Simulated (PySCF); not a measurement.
C2H5O, charge -1, singlet, at a GFN2-xTB geometry (in this run its highest filled SCF level lies above zero, so its values depend strongly on the basis, on diffuse functions most of all); PySCF with PBE/6-311G**.

PySCF was given this input:
```python
from pyscf import gto, scf, dft

mol = gto.Mole()
mol.atom = '''
    C     1.11701280   -0.45538201    0.16584940
    C     0.08054857    0.68537464    0.06351505
    O    -1.26679294    0.00053142   -0.21741353
    H    -1.54067912   -0.29799928    0.65522787
    H     0.27418481    1.16455386   -0.94448532
    H     2.12245125   -0.01877928    0.23543440
    H     0.95379974   -1.03911597    1.08571755
    H     1.13921864   -1.19286638   -0.66877288
'''
mol.basis = '6-311g**'
mol.charge = -1
mol.verbose = 4
mol.build()

mf = dft.RKS(mol)
mf.xc = 'pbe'
mf.kernel()
```

It wrote (shortened):

```
PySCF version 2.14.0

[INPUT] verbose = 4
[INPUT] num. atoms = 8
[INPUT] num. electrons = 26
[INPUT] charge = -1
[INPUT] spin (= nelec alpha-beta = 2S) = 0
[INPUT] symmetry False subgroup None
[INPUT] Mole.unit = angstrom
[INPUT] Symbol           X                Y                Z      unit          X                Y                Z       unit  Magmom
[INPUT]  1 C      1.117012800000  -0.455382010000   0.165849400000 AA    2.110848269634  -0.860547280954   0.313409943923 Bohr   0.0
[INPUT]  2 C      0.080548570000   0.685374640000   0.063515050000 AA    0.152214737025   1.295170362322   0.120026049288 Bohr   0.0
[INPUT]  3 O     -1.266792940000   0.000531420000  -0.217413530000 AA   -2.393891713133   0.001004238257  -0.410852027475 Bohr   0.0
[INPUT]  4 H     -1.540679120000  -0.297999280000   0.655227870000 AA   -2.911461582636  -0.563137024518   1.238201223482 Bohr   0.0
[INPUT]  5 H      0.274184810000   1.164553860000  -0.944485320000 AA    0.518134198416   2.200687852705  -1.784818583472 Bohr   0.0
[INPUT]  6 H      2.122451250000  -0.018779280000   0.235434400000 AA    4.010851575241  -0.035487696017   0.444906536301 Bohr   0.0
[INPUT]  7 H      0.953799740000  -1.039115970000   1.085717550000 AA    1.802420286281  -1.963644594962   2.051708818134 Bohr   0.0
[INPUT]  8 H      1.139218640000  -1.192866380000  -0.668772880000 AA    2.152811225599  -2.254190761401  -1.263797582737 Bohr   0.0

nuclear repulsion = 72.1472498905494
number of shells = 44
number of NR pGTOs = 133
number of NR cGTOs = 84
basis = 6-311g**
ecp = {}

******** <class 'pyscf.dft.rks.RKS'> ********
method = RKS
initial guess = minao
damping factor = 0
level_shift factor = 0
DIIS = <class 'pyscf.scf.diis.CDIIS'>
diis_start_cycle = 1
diis_space = 8
diis_damp = 0
SCF conv_tol = 1e-09
SCF conv_tol_grad = None
SCF max_cycles = 50
direct_scf = True
direct_scf_tol = 1e-13
XC library pyscf.dft.libxc version 7.1.2
    S. Lehtola, C. Steigemann, M. J. T. Oliveira, and M. A. L. Marques,  SoftwareX 7, 1–5 (2018)
XC functionals = pbe
    J. P. Perdew, K. Burke, and M. Ernzerhof,  Phys. Rev. Lett. 77, 3865 (1996)
    J. P. Perdew, K. Burke, and M. Ernzerhof,  Phys. Rev. Lett. 78, 1396 (1997)
    J. P. Perdew, K. Burke, and M. Ernzerhof,  Phys. Rev. Lett. 77, 3865 (1996)
    J. P. Perdew, K. Burke, and M. Ernzerhof,  Phys. Rev. Lett. 78, 1396 (1997)
radial grids:
    Treutler-Ahlrichs [JCP 102, 346 (1995); DOI:10.1063/1.469408] (M4) radial grids

becke partition: Becke, JCP 88, 2547 (1988); DOI:10.1063/1.454033
pruning grids: <function nwchem_prune>
grids dens level: 3
symmetrized grids: False
atomic radii adjust function: <function treutler_atomic_radii_adjust>
small_rho_cutoff = 0
Set gradient conv threshold to 3.16228e-05
Initial guess from minao.
tot grids = 91360
init E= -154.130582110076
  HOMO = -0.216088775703078  LUMO = -0.0120776750871094  gap/eV = 5.55142
cycle= 1 E= -153.990438746515  delta_E= 0.14  |g|= 0.923  |ddm|= 1.99
  HOMO = 0.246895385130237  LUMO = 0.292572652295569  gap/eV = 1.24294
cycle= 2 E= -152.518278338903  delta_E= 1.47  |g|= 2.36  |ddm|= 12.5
  HOMO = 0.106660663122209  LUMO = 0.194422945045758  gap/eV = 2.38813
cycle= 3 E= -154.153015713039  delta_E= -1.63  |g|= 0.384  |ddm|= 12.4
  HOMO = 0.116825577895259  LUMO = 0.207562272724701  gap/eV = 2.46907
cycle= 4 E= -154.186059231106  delta_E= -0.033  |g|= 0.187  |ddm|= 0.652
  HOMO = 0.137439137780397  LUMO = 0.214932402565346  gap/eV = 2.10870
cycle= 5 E= -154.194175540975  delta_E= -0.00812  |g|= 0.0553  |ddm|= 0.324
  HOMO = 0.1302004834866  LUMO = 0.214872704771309  gap/eV = 2.30405
cycle= 6 E= -154.194772624837  delta_E= -0.000597  |g|= 0.0329  |ddm|= 0.149
  HOMO = 0.132951927580876  LUMO = 0.215073327153174  gap/eV = 2.23464
cycle= 7 E= -154.195019476205  delta_E= -0.000247  |g|= 0.0035  |ddm|= 0.0411
  HOMO = 0.132529517574582  LUMO = 0.215086785790614  gap/eV = 2.24650
cycle= 8 E= -154.195022681161  delta_E= -3.2e-06  |g|= 0.00107  |ddm|= 0.00779
  HOMO = 0.132510397761138  LUMO = 0.215014478410527  gap/eV = 2.24505
cycle= 9 E= -154.19502303949  delta_E= -3.58e-07  |g|= 0.000145  |ddm|= 0.00217
  HOMO = 0.132504670652978  LUMO = 0.215019496543373  gap/eV = 2.24534
cycle= 10 E= -154.195023045966  delta_E= -6.48e-09  |g|= 3.48e-05  |ddm|= 0.00031
  HOMO = 0.132505366032888  LUMO = 0.215019470741378  gap/eV = 2.24532
cycle= 11 E= -154.195023046322  delta_E= -3.56e-10  |g|= 6.5e-06  |ddm|= 6.06e-05
  HOMO = 0.132506746060429  LUMO = 0.215019947009555  gap/eV = 2.24530
Extra cycle  E= -154.195023046316  delta_E= 5.63e-12  |g|= 8.41e-06  |ddm|= 2.35e-05
converged SCF energy = -154.195023046316
```
